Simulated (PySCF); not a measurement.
Cl$_{6}$W, triplet, at a GFN2-xTB geometry (such geometries of metal compounds can be far from the true shape) (the multiplicity is a formal guess) (core potentials on W). Base run: DF-M062X/def2-SVP run with PySCF.

Here is a job for PySCF.
```python
from pyscf import gto, scf, dft

mol = gto.Mole()
mol.atom = '''
    W     0.00000000    0.00000000    0.00000000
    Cl    2.10254956    0.93336534   -0.68471804
    Cl    0.64289611    0.11169313    2.12638097
    Cl   -0.64289611   -0.11169313   -2.12638097
    Cl   -2.10254956   -0.93336534    0.68471804
    Cl   -0.85580350    2.23794308    0.14119289
    Cl    0.85580350   -2.23794308   -0.14119289
'''
mol.basis = 'def2-svp'
mol.ecp = {'W': 'def2-svp'}
mol.spin = 2
mol.verbose = 5
mol.build()

mf = dft.UKS(mol)
mf.xc = 'm062x'
mf = mf.density_fit(auxbasis='def2-universal-jkfit')
mf.kernel()
```

The base run was repeated with changes; each row names its change, and settings that it needs were set with it.

```
change                                     ΔE vs base (mEh)  grid points  electrons on the grid                outcome
-----------------------------------------  ----------------  -----------  ---------------------  ---------------------
base                                                  0.000       137592              116.00000              converged
grids.atom_grid = (75, 302)                          -2.375        95768              115.99998              converged
grids.radi_method = mura_knowles                      0.103       126104              116.00000              converged
grids.atom_grid = (50, 194)                           5.169        44312              115.99992              converged
grids.radi_method = delley                           -0.537       139472              116.00000              converged
grids.prune = dft.gen_grid.treutler_prune            -0.128       133560              116.00000              converged
grids.becke_scheme = stratmann                       -0.005       137592              116.00000              converged
grids.atom_grid = (30, 110)                          79.851        16984              115.99772              converged
grids.atom_grid = (150, 974)                          0.112       518704              116.00000              converged
grids.prune = dft.gen_grid.sg1_prune                      -            -                      -          input refused
grids.level = 7                                           -            -                      -  cut at the time limit
```

Open shells are given as the SCF converged; they aren't shown to be the lowest states, and a large step between rows can be another state.

- grids.prune = dft.gen_grid.sg1_prune: ended with `IndexError: index 74 is out of bounds for axis 0 with size 19`
